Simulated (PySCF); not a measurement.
## A search over the determinants of SbSe

Unrestricted PBE0; Sb cc-pVDZ-PP with ECP28, Se cc-pVDZ-PP with ECP10; scalar-relativistic core potentials (PySCF 2.14). Outer shells of the fragments: Sb 4d10 5s2 5p3; Se 3d10 4s2 4p4.

Followed along the bond (rough minima from three points):

| 2Ms+1 | unpaired | ⟨S²⟩ at the start | R at minimum (Å) | Te (eV) |
| --- | --- | --- | --- | --- |
| 2 | π ↑ | 0.84 | 2.35 | 0.00 |
| 4 | π ↑↑↑ | 3.76 | none in the scan | ≤ 1.22 |
| 2 | π ↑↑↓ | 1.76 | none in the scan | ≤ 1.57 |
| 6 | σ ↑, π ↑↑↑↑ | 8.75 | none in the scan | ≤ 4.41 |

Solutions found at the starting distance of 2.480 Å, counted from the lowest of them; the search is not exhaustive and high or unbound solutions are not listed, so other states can lie among these:

```csv
2Ms+1,unpaired,term,E (eV),⟨S²⟩,⟨Lz²⟩,μ (D)
2,π ↑,²Π,0.00,0.84,1.00,-2.31
4,π ↑↑↑,⁴Π,1.12,3.76,1.00,-0.69
2,π ↑↑↓,mixed,1.47,1.76,3.02,-0.70
4,"σ ↑, π ↑↑",⁴Σ⁻,2.26,3.76,0.00,-2.08
2,π ↑,mixed,2.64,0.75,3.01,-0.73
2,"σ ↓, π ↑↑",mixed,2.71,1.76,0.00,-2.09
2,σ ↑,mixed,2.96,1.07,0.00,-1.54
4,"σ ↑, π ↑↑",mixed,4.00,3.76,2.01,-0.53
2,"σ ↓, π ↑↑",mixed,4.42,1.76,2.01,-0.52
4,"σ ↑, π ↑↑",mixed,4.43,3.75,2.01,-0.98
```

A term symbol is given only where ⟨S²⟩ and ⟨Lz²⟩ are close to those of a pure state; real π, δ and φ orbitals otherwise mix terms. A positive dipole means Sb(−)Se(+).

Spin–orbit coupling is left out. Counting both spins, an empty level lies below a filled one in some of these solutions, because spin and occupation are held.
